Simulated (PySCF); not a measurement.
Deuteron quadrupole couplings in `FC1=C(OC(F)(F)F)C[SiH2]C1`

Species: C5H6F4OSi.
SMILES with atom numbers: `[F:1][C:2]1=[C:3]([O:4][C:5]([F:6])([F:7])[F:8])[CH2:9][SiH2:10][CH2:11]1` (hydrogens: H12, H13 on C9; H14, H15 on Si10; H16, H17 on C11)

Structure used (GFN2-xTB), in Å, numbered top down from 1:
```
atom  x, y, z in Å
F1     0.8652    1.0323    1.6807
C2     0.0062    0.5242    0.7714
C3     0.3667   -0.2225   -0.2631
O4     1.6534   -0.6426   -0.6433
C5     2.7201   -0.3083    0.0574
F6     3.7875   -0.8472   -0.5351
F7     2.7189   -0.7627    1.3177
F8     2.9496    1.0100    0.1209
C9    -0.6946   -0.7180   -1.1914
Si10  -2.3163   -0.0164   -0.4645
C11   -1.4338    0.8523    0.9869
H12   -0.4773   -0.3741   -2.2022
H13   -0.6606   -1.8065   -1.2282
H14   -3.2267   -1.0708   -0.0171
H15   -2.9674    0.9289   -1.3720
H16   -1.7400    0.4973    1.9718
H17   -1.5580    1.9360    1.0003
```

Level: PBE0/pcSseg-1 (PySCF, non-relativistic); Q(2H) = 0.00286 b; rigid geometry, the same for H and D, with no vibrational averaging.

Q: Give the electric field gradient Vzz (the principal value of largest size), its asymmetry and the 2H coupling at each hydrogen.

A: 
```json
{"atom": "H12", "bonded to": "C9", "bond length (Å)": "1.090", "Vzz (au)": "0.3125", "η": "0.04", "χzz (kHz)": "210"}
{"atom": "H13", "bonded to": "C9", "bond length (Å)": "1.090", "Vzz (au)": "0.3124", "η": "0.04", "χzz (kHz)": "210"}
{"atom": "H14", "bonded to": "Si10", "bond length (Å)": "1.463", "Vzz (au)": "0.1613", "η": "0.00", "χzz (kHz)": "108"}
{"atom": "H15", "bonded to": "Si10", "bond length (Å)": "1.463", "Vzz (au)": "0.1612", "η": "0.00", "χzz (kHz)": "108"}
{"atom": "H16", "bonded to": "C11", "bond length (Å)": "1.091", "Vzz (au)": "0.3104", "η": "0.04", "χzz (kHz)": "209"}
{"atom": "H17", "bonded to": "C11", "bond length (Å)": "1.091", "Vzz (au)": "0.3104", "η": "0.04", "χzz (kHz)": "209"}
```

Q: Average by the element that carries the hydrogen.

A: on C: 209 kHz over 4 positions, mean bond length 1.090 Å; on Si: 108 kHz over 2 positions, mean bond length 1.463 Å.

One conformer (not necessarily the lowest) at the GFN2-xTB geometry, without solvent, vibrations or thermal averaging. GFN2-xTB bond lengths can be off by several hundredths of an ångström, more for odd bonds, and the gradients follow them. The basis is small and wasn't made for field gradients, so the couplings can be 20 % off.
